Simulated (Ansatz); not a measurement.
Ideal-gas functions of Cl₂GeI (`[Cl][Ge]([Cl])[I]`) radical at 400 K and 1 bar, from an Ansatz frequency run at PBE0-D4/def2-TZVP.

Molar mass 270.42 g/mol, point group Cs (symmetry number 1), electronic degeneracy 2, moments of inertia 239.896, 640.195, 824.813 u Å². Harmonic wavenumbers (cm⁻¹, unscaled): 92, 110, 147, 237, 403, 420.

Use S(trans) = R[1.5 ln M + 2.5 ln T − 1.1517]; rotational temperatures θ = 24.2544 K / I; S(rot) = R[ln(√π/σ · √(T³/θAθBθC)) + 1.5]; for each mode x = 1.438777 ν̃/T, S = R[x/(eˣ − 1) − ln(1 − e⁻ˣ)] and H = RT x/(eˣ − 1); 1 cm⁻¹ = 0.0119627 kJ/mol; R = 8.31446 J/(mol·K).

Task: By hand: the entropy, in J/(mol·K).

Result: Translation 184.8. Rotation: θ = 0.1011, 0.0379, 0.0294 K, giving 129.7. Vibration, mode by mode: 17.55, 16.08, 13.71, 9.89, 5.92, 5.63, in all 68.8. Electronic 5.8. Sum 389.1 J/(mol·K).

Task: By hand: H − E and G − E in kJ/mol, counted from the electronic energy.

Result: Zero-point energy ½ × 1409 × 0.0119627 = 8.4; thermal vibration 13.0; translation, rotation and pV give 4 RT = 13.3. H − E = 34.7 kJ/mol, and G − E = 34.7 − 400 × 389.1/1000 = -120.9 kJ/mol.

Vibration gives 18 % of the entropy, 47.3 J/(mol·K) of it from the modes under 150 cm⁻¹: soft modes count most, and the harmonic formula is weakest for them.
